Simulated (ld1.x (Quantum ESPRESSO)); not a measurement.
**antimony ultrasoft: all-electron and pseudo phase curves**

antimony (Sb), ultrasoft, made with ld1.x (Quantum ESPRESSO) 7.5 (LDA (PZ), scalar-relativistic). Core [Ar] 3d10 4s2, reference 4p6 4d10 5s1.75 5p3.25. Waves: 5s (bound): rcut 1.50, rcutus 1.80 bohr; 5s channel at 2.3 Ry: rcut 1.50, rcutus 1.80 bohr; 4p (bound): rcut 1.10, rcutus 1.25 bohr; 5p (bound): rcut 1.10, rcutus 1.25 bohr; 4d (bound): rcut 1.05, rcutus 1.10 bohr; 4d channel at -1.1 Ry: rcut 1.05, rcutus 1.10 bohr. Local part: all-electron potential smoothed inside 1.75 bohr (lloc = -1). Core correction: a·sin(br)/r model core inside 1.05 bohr. Augmentation charge: PSQ, radius 1.00 bohr.

The phase is arctan(r·u′/u) with u = r·R(r), unwrapped; energies in Ry, scanned from -9 to 5 Ry. A pole is an energy at which the radial function vanishes at the test radius. The pseudo phase is shifted by a multiple of π to meet the all-electron one at the reference energy, and phase errors are pseudo minus all-electron; the curves can meet again beyond the range given. Levels narrower than the energy grid can be missing from the lists of poles.

Problem. For each channel, where are the poles, and over which energies does the pseudopotential scatter like the atom?

Solution.

```csv
channel,radius (bohr),reference energy (Ry),"poles, all-electron","poles, pseudo",unbroken range about the reference energy with phases within 0.05 rad,phase error 1 Ry above the reference energy (rad)
s,1.94,-0.98,3.68,3.68,the whole range,-0.000
p,1.94,-0.38,-7.39,-7.39,the whole range,+0.000
d,1.94,-2.49,-2.11,-2.10,the whole range,+0.000
```

Phases in the s channel:

| E (Ry) | all-electron | pseudo |
| --- | --- | --- |
| -9.00 | 1.380 | 1.373 |
| -8.52 | 1.371 | 1.365 |
| -8.04 | 1.362 | 1.357 |
| -7.56 | 1.352 | 1.348 |
| -7.08 | 1.341 | 1.337 |
| -6.60 | 1.328 | 1.325 |
| -6.12 | 1.313 | 1.310 |
| -5.64 | 1.296 | 1.293 |
| -5.16 | 1.275 | 1.273 |
| -4.68 | 1.250 | 1.248 |
| -4.20 | 1.218 | 1.216 |
| -3.72 | 1.176 | 1.174 |
| -3.24 | 1.118 | 1.117 |
| -2.76 | 1.035 | 1.034 |
| -2.28 | 0.906 | 0.905 |
| -1.80 | 0.687 | 0.686 |
| -1.32 | 0.294 | 0.294 |
| -0.84 | -0.284 | -0.284 |
| -0.36 | -0.782 | -0.783 |
| 0.12 | -1.074 | -1.074 |
| 0.60 | -1.240 | -1.240 |
| 1.08 | -1.343 | -1.331 |
| 1.56 | -1.412 | -1.412 |
| 2.04 | -1.463 | -1.463 |
| 2.52 | -1.502 | -1.502 |
| 3.00 | -1.534 | -1.534 |
| 3.48 | -1.561 | -1.561 |
| 3.96 | -1.584 | -1.584 |
| 4.44 | -1.606 | -1.606 |
| 4.92 | -1.626 | -1.626 |
